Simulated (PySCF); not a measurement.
System: C2HBCl2 (charge 0, singlet). SMILES: C#CB(Cl)Cl
Coordinates optimised at B3LYP-D3(BJ)/def2-TZVP (Ansatz):
```xyz
6

C      2.6767    -0.4806    -0.2009
C      1.4936    -0.2681    -0.1121
B      0.0176    -0.0032    -0.0013
Cl    -0.6291     1.5711    -0.4144
Cl    -1.0668    -1.2666     0.5418
H      3.7210    -0.6680    -0.2793
```
Charge 0, spin multiplicity 1.

Dispersion corrections to the total energy (kcal/mol) from the dftd3 and dftd4 libraries through PySCF: D3(BJ) without and D4 with the three-body term, each with the damping fitted for the functional named.

| functional | D3(BJ) | D4 |
|---|---|---|
| PBE | -3.57 | -3.78 |
| CAM-B3LYP | -3.14 | -3.30 |
| B2GP-PLYP | -2.92 | -1.62 |
| BP86 | … | -5.25 |
| TPSS | -4.67 | -5.13 |
| HSE06 | … | -3.02 |
| BHLYP | -5.45 | … |

Question: Fill in the missing entries.

Answer: 
- BP86, D3(BJ): -6.36
- HSE06, D3(BJ): -2.65
- BHLYP, D4: -4.89
